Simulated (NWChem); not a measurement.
System: AsH$_{2}$, doublet; SMILES [AsH2]

NWChem input:

```
start job
memory heap 200 mb stack 900 mb global 1100 mb
geometry units angstroms
  As     0.000000     0.000000     0.073623
  H      0.000000    -1.093383    -1.019299
  H      0.000000     1.093383    -1.019299
end
basis spherical
  * library def2-svpd
end
dft
  odft
  mult 2
  xc xpbe96 cpbe96
  iterations 150
end
driver
  maxiter 120
end
task dft optimize
task dft freq
```

In the optimisation the excess spin sits in b1 (C2v, its own frame). No stability test was run on the SCF state.

The level has its own optimisation; frequencies are unscaled.

Question: Give the results of this calculation. (PBE/def2-SVPD, spin-unrestricted.) Quantities: basis functions; r As–H (Å); highest harmonic frequency (cm⁻¹); lowest (cm⁻¹); zero-point energy (kcal/mol); dipole (D).

Answer: 
| Property | Result |
|---|---|
| number of basis functions | 54 |
| r As–H (Å) | 1.545 |
| highest harmonic frequency (cm⁻¹) | 2127 |
| lowest (cm⁻¹) | 969 |
| zero-point energy (kcal/mol) | 7.4 |
| dipole (D) | 0.18 |
